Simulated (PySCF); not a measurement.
C2H8ClNSi2, SMILES C[Si@H](Cl)/C=N/[SiH3]. Atoms are numbered in the order given.

```xyz
14

C      1.5143    -0.4267    -1.7285
Si     1.0409     0.6417    -0.2819
Cl     2.4222     0.4446     1.2585
C     -0.6463     0.0902     0.3897
N     -1.5260    -0.2304    -0.4728
Si    -3.1661    -0.7458    -0.0690
H      0.6822    -0.4261    -2.4503
H      2.4261    -0.0607    -2.2242
H      1.6839    -1.4627    -1.3968
H      0.9773     2.0857    -0.6347
H     -0.8463     0.0665     1.4875
H     -3.3817    -0.7643     1.4133
H     -4.1194     0.2018    -0.7073
H     -3.3740    -2.1094    -0.6274
```

The structure is a stationary point at ωB97X-D3(BJ)/def2-SVP. The structure was generated by enumeration; whether it is a known compound was not checked. The values are those of a single conformer.

Calculation: PySCF with SMD-M06-2X/6-31G*.

Solvation free energies are E(SMD) − E(gas) at the gas-phase geometry, for 1 M in both phases. In vacuum the dipole moment is 1.49 D.

### Question
Estimate the solvation free energies in water, 1-octanol, N,N-dimethylformamide. (Estimate from the structure and the level; the computed values follow.)

### Answer

```tsv
solvent	ΔG(solv) (kcal/mol)	its non-electrostatic (CDS) part	dipole (D)
water	1.3	5.0	1.54
1-octanol	-2.7	0.5	1.56
N,N-dimethylformamide	-2.8	0.9	1.54
```
